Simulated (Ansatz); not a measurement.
`N[SiH2]P` + `[SH][SnH2][SH]` → `[PH2][SnH2][SH]` + `N[SiH2]S`  (redistribution)

Isolated molecules relaxed with PBE0-D4/def2-TZVP in Ansatz; ΔE leaves out vibrations. CCSD(T)/CBS is the MP2 limit (def2-TZVPP, def2-QZVPP) plus CCSD(T) − MP2 in def2-TZVPP, frozen cores. DFT in def2-TZVPP. HSE06 is defined as in plane-wave codes. def2 core potentials past Kr. For Sn outer-core shells are correlated without core-valence functions, which leaves a few kJ/mol of doubt a bond. One conformer a species, not always the lowest.

```tsv
level	ΔE (kJ/mol)	difference from CCSD(T)/CBS
PBE-D4	-21.2	2.3
B97M-V	-18.6	4.9
HSE06-D4	-22.5	1.0
PBE-QIDH	-24.2	-0.7
revPBE	-20.6	2.9
BHLYP	-23.5	0.0
CAM-B3LYP	-22.9	0.6
LC-ωPBE	-22.3	1.2
RPA@PBE/def2-TZVPP	-22.5	1.0
MP2/def2-SVP	-20.8	2.7
CCSD/def2-SVP	-20.0	3.5
CCSD(T)/def2-SVP	-19.6	3.9
HF/def2-TZVPP	-22.7	0.8
MP2/def2-QZVPP	-26.1	-2.6
SCS-MP2/def2-QZVPP	-24.7	-1.2
CCSD/CBS(def2)	-23.8	-0.3
CCSD(T)/CBS	-23.5	0
```

What do rigid-rotor, harmonic-oscillator terms from PBE0-D4/def2-TZVP frequencies (298.15 K, 1 bar) make of the CCSD(T)/CBS value? (An estimate is asked.)

Computed: ΔZPE = +1.1 kJ/mol, ΔH = -22.7 kJ/mol, ΔS = -7 J/(mol·K), ΔG = -20.5 kJ/mol. Modes under 50 cm⁻¹ make the entropy rough.

Largest T1 diagnostic among the species: 0.013.

Leaving LDA and LC-ωPBE aside and taking each functional with its dispersion term where it has one, the values, not all of them listed here, spread over 5.6 kJ/mol, from ωB97M-V to B97M-V. At CCSD(T), def2-SVP lies +3.9 kJ/mol from the extrapolated value and def2-TZVPP +0.2 kJ/mol.
